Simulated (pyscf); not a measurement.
PySCF, gas phase, ωB97X-D3(BJ)/def2-SVP geometries. Correlated levels are frozen-core, on RHF or UHF. ΔMP2 is the change of the MP2 total energy from the triple- to the quadruple-zeta basis.

Task: What is the homolytic dissociation enthalpy (298 K, CCSD(T)/def2-TZVPP + ΔMP2(QZVPP)) of the As–Ge bond of HO–GeH₂–AsH₂ (SMILES [OH][GeH2][AsH2]), to HO–GeH₂• + AsH₂•?

Result: As–Ge to HO–GeH₂• + AsH₂•: 2.70 eV. Other isomers of HO–GeH₂• were not searched in full and may lie lower. The CCSD(T) − MP2 part came from Ansatz, without density fitting, on the same reference. The frozen core leaves the outer d or s,p core shells of the metals and heavy elements correlated in the MP2 and CC values, and def2-TZVPP describes them poorly, which can shift differences by a few kcal/mol. Elements up to Kr have no core potential and no relativistic terms here.
